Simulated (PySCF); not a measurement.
Species: `C(Cl)CC[SiH](C)C`. The columns A, B, C and D hold Mulliken, IAO, Hirshfeld and ESP-fitted charges (e) of one PBE0/pcSseg-1 density (PySCF), in a shuffled order. Coordinates in Å (GFN2-xTB); the density's dipole moment is (-0.81, 0.82, -1.20) D.

| atom | x | y | z | A | B | C | D |
| --- | --- | --- | --- | --- | --- | --- | --- |
| C1 | -2.348 | 0.966 | 1.201 | -0.215 | -0.738 | -0.719 | -0.623 |
| Si2 | -1.270 | 0.239 | -0.185 | +0.382 | +0.800 | +0.926 | +0.796 |
| C3 | -1.624 | -1.621 | -0.369 | -0.215 | -0.694 | -0.720 | -0.627 |
| C4 | 0.566 | 0.510 | 0.265 | -0.166 | -0.377 | -0.543 | -0.540 |
| C5 | 1.529 | -0.004 | -0.799 | -0.073 | +0.129 | -0.248 | -0.260 |
| C6 | 2.987 | 0.220 | -0.427 | -0.028 | -0.339 | -0.232 | -0.177 |
| Cl7 | 3.434 | -0.741 | 1.009 | -0.073 | -0.156 | -0.125 | -0.175 |
| H8 | -2.160 | 0.472 | 2.150 | +0.042 | +0.173 | +0.153 | +0.136 |
| H9 | -2.158 | 2.026 | 1.340 | +0.041 | +0.158 | +0.154 | +0.134 |
| H10 | -3.403 | 0.849 | 0.975 | +0.040 | +0.178 | +0.153 | +0.135 |
| H11 | -1.556 | 0.924 | -1.461 | -0.091 | -0.199 | -0.144 | -0.083 |
| H12 | -1.062 | -2.055 | -1.191 | +0.040 | +0.138 | +0.152 | +0.136 |
| H13 | -2.676 | -1.804 | -0.564 | +0.041 | +0.168 | +0.155 | +0.137 |
| H14 | -1.359 | -2.166 | 0.533 | +0.042 | +0.171 | +0.154 | +0.139 |
| H15 | 0.755 | 1.573 | 0.424 | +0.035 | +0.092 | +0.138 | +0.130 |
| H16 | 0.794 | 0.012 | 1.209 | +0.025 | +0.098 | +0.149 | +0.153 |
| H17 | 1.346 | 0.514 | -1.744 | +0.044 | +0.013 | +0.140 | +0.135 |
| H18 | 1.364 | -1.070 | -0.965 | +0.036 | +0.045 | +0.139 | +0.138 |
| H19 | 3.176 | 1.263 | -0.175 | +0.047 | +0.177 | +0.157 | +0.157 |
| H20 | 3.658 | -0.095 | -1.227 | +0.048 | +0.164 | +0.160 | +0.159 |

Problem. Which column most likely holds the ESP-fitted charges?

Solution. B. Σ q r misses the density's dipole by 0.04 D (B), 0.72 D (A), 0.79 D (C), 1.43 D (D). Charges fitted to the outside potential are the only set here that is tied to the molecule's multipoles.

Problem. And the Hirshfeld charges?

Solution. A. The mean sizes are 0.086 e (A), 0.249 e (D), 0.250 e (B), 0.273 e (C), and Hirshfeld charges are commonly the smallest of these schemes.

As computed, A = Hirshfeld, B = ESP-fitted, C = IAO, D = Mulliken. Hydrogens on carbon: Hirshfeld +0.03 to +0.05, ESP-fitted +0.01 to +0.18, IAO +0.14 to +0.16, Mulliken +0.13 to +0.16 e.

The Mulliken scheme gives each basis function's population to the atom it is centred on and halves the overlap population of two atoms between them. The Hirshfeld scheme divides the density at each point in proportion to the densities of the neutral, spherically averaged free atoms.

Geometry: GFN2-xTB, one conformer, isolated molecule.

Shape of the structure used: `[CH3:1][SiH:2]([CH3:3])[CH2:4][CH2:5][CH2:6][Cl:7]`: C1–Si2–C4–C5 -178°, Si2–C4–C5–C6 180°, C4–C5–C6–Cl7 65°.
